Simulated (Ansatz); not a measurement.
Basis-set extrapolation for `C=CO[Si](F)(F)F` (PBE0-D4/def2-TZVP geometry, frozen core, Ansatz). Multiplicity 1, RHF reference.

```json
{"": "HF", "def2-TZVPP": "-740.057643", "def2-QZVPP": "-740.089589"}
{"": "MP2 correlation", "def2-TZVPP": "-1.402021", "def2-QZVPP": "-1.524573"}
{"": "CCSD(T) correlation", "def2-TZVPP": "-1.469185", "def2-QZVPP": "not run"}
```

Energies in hartree. Use E(X) = E(∞) + A·exp(−7.88·√X) for Hartree–Fock and E(X) = E(∞) + B·X^(−2.97) for correlation, with X = 3 and 4, and add CCSD(T) minus MP2 of the smaller set to the MP2 limit.

Task: What is the CCSD(T) energy at the basis-set limit?

Result: HF limit: -740.089589 + (-0.031946) × 0.13774 = -740.09399. MP2 limit: -1.524573 + (-0.122552) × 0.74074 = -1.61535. Higher-order term: -1.469185 − (-1.402021) = -0.06716. Total: -741.77650 hartree, 6.79 eV below CCSD(T)/def2-TZVPP.
